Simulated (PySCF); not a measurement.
Zn(OMe)(SH) (CH₄OSZn), SMILES C[O][Zn][SH]. Geometry optimised at B3LYP-D3(BJ)/def2-SVP. The structure was generated by enumeration; whether it is a known compound was not checked. The values are those of a single conformer.

Question: Give the equilibrium geometry at B3LYP-D3(BJ)/def2-SVP (PySCF confirms it by a frequency run) as bond lengths and angles. (An estimate is asked for; the answer gives what the named calculation found.)

Answer: This is not unique; one that fits is 
Atoms: Zn1 O2 C3 H4 H5 H6 S7 H8. Bonds (Å): Zn1–O2 1.780, Zn1–S7 2.179, O2–C3 1.398, C3–H4 1.111, C3–H5 1.107, C3–H6 1.111, S7–H8 1.356. Angles (°): O2–Zn1–S7 174.5, Zn1–O2–C3 126.9, O2–C3–H4 113.5, O2–C3–H5 109.3, O2–C3–H6 113.5, H4–C3–H5 106.6, H4–C3–H6 106.9, H5–C3–H6 106.6, Zn1–S7–H8 92.7.
